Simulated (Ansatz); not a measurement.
```yaml
crystal:
  periodic: [false, false, false]
  atoms:
    - {symbol: C, position_ang: [0.381928, -1.939450, -0.832782]}
    - {symbol: N, position_ang: [0.051221, -0.282815, -0.330022]}
    - {symbol: W, position_ang: [-0.003774, 0.811153, 0.857255]}
    - {symbol: O, position_ang: [-0.211391, 0.212859, 2.463679]}
    - {symbol: O, position_ang: [1.106410, 2.024040, 0.756373]}
    - {symbol: O, position_ang: [-2.031657, 1.644262, 0.850283]}
    - {symbol: H, position_ang: [1.311951, -1.857342, -1.589079]}
    - {symbol: H, position_ang: [-0.540481, -2.289031, -1.464604]}
    - {symbol: H, position_ang: [0.550609, -2.282109, 0.051857]}
    - {symbol: H, position_ang: [1.767044, 2.087776, -0.102973]}
    - {symbol: H, position_ang: [-2.381284, 1.224573, -0.049934]}
basis:
  gaussian: {orbitals: x2c-TZVPPall}
total_charge: 1
magnetization: {spin_polarized: true, initial_magnetization: 2}
hamiltonian: {xc: {name: wB97X}}
output: {forces: true}
```

```sh
$ ansatz run in.yaml --threads 4 --pin off --events-out ev --progress --plain --max-ram 11315MiB
```

It prints (some lines left out):

```
Error: a molecule whose nuclei and cores have a total charge of 116 cannot have a net charge of 1 together with 2 unpaired electrons
```

In this input the number of unpaired electrons doesn't fit the electron count. The input was rejected before any iteration.
